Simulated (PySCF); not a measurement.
C₃H₆FNSi, SMILES C1=C(F)N([SiH3])C1.

Geometry: B3LYP-D3(BJ)/def2-SVP. This is a generated structure with no PubChem entry under its InChIKey; it may be hypothetical.

Two levels are set side by side: TDA-PBE/def2-SVPD (PySCF) and TDA-LC-ωPBE/def2-SVPD (PySCF). Vertical, same geometry. The lowest singlet is HOMO→LUMO 95 % with PBE and HOMO→LUMO 55 %, HOMO→LUMO+1 28 % with the other functional; states are paired by order. Differences are taken from unrounded values.

```csv
quantity,TDA-LC-ωPBE
lowest singlet excitation (eV),6.33
lowest triplet excitation (TDA) (eV),4.08
first bright state (f over 0.05) (eV),6.73
its oscillator strength,0.29
```

Question: What does TDA-PBE give, and how far is it from TDA-LC-ωPBE? (The exact figures need the calculation; the answer reports its results.)

Answer: 
| quantity | TDA-PBE | TDA-PBE minus TDA-LC-ωPBE |
|---|---|---|
| lowest singlet excitation (eV) | 4.63 | -1.70 |
| lowest triplet excitation (TDA) (eV) | 4.18 | 0.10 |
| first bright state (f over 0.05) (eV) | 5.92 | -0.81 |
| its oscillator strength | 0.13 | -0.16 |

Functionals without exact exchange tend to place singlet excitations lower, as here. Differences between two approximate levels are no errors against the true value.

Rough cost on one machine, each run with all the roots and properties that it gave: TDA-LC-ωPBE against TDA-PBE about 3 times.
